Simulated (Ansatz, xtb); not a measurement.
Diatomic AlP-, multiplicity 2 (lowest of 2S+1 = 2, 4 at CCSD(T)/def2-TZVPP on PBE0 minima; our sources give no spin for the ground state, which may be another). The T1 diagnostic near the minimum is 0.060, so single-reference values are doubtful.

The constants come from a fifth-degree fit in 1/R (seven points, main isotopes). Runs in def2 and cc sets follow the lowest solution found near the PBE0 minimum.

Codes used: Ansatz (a quantum-chemistry and plane-wave program); xtb for the GFN methods. Values without a source in brackets are computed. The GFN methods have no spin term and hold the electronic entropy of 300 K.

```tsv
level	r_e (Å)	ω_e (cm⁻¹)	B_e (cm⁻¹)	α_e (cm⁻¹)
GFN1-xTB	2.123	672	0.259	0.0016
GFN2-xTB	2.175	595	0.247	0.0023
SVWN5/def2-TZVPP	2.119	554	0.260	0.0015
PBE/def2-TZVPP	2.142	537	0.255	0.0015
r2SCAN/def2-TZVPP	2.127	556	0.258	0.0015
B97M-V/def2-TZVPP	2.121	560	0.260	0.0015
B3LYP/def2-TZVPP	2.136	537	0.256	0.0016
PBE0/def2-TZVPP	2.126	555	0.259	0.0015
wB97M-V/def2-TZVPP	2.126	548	0.259	0.0015
```
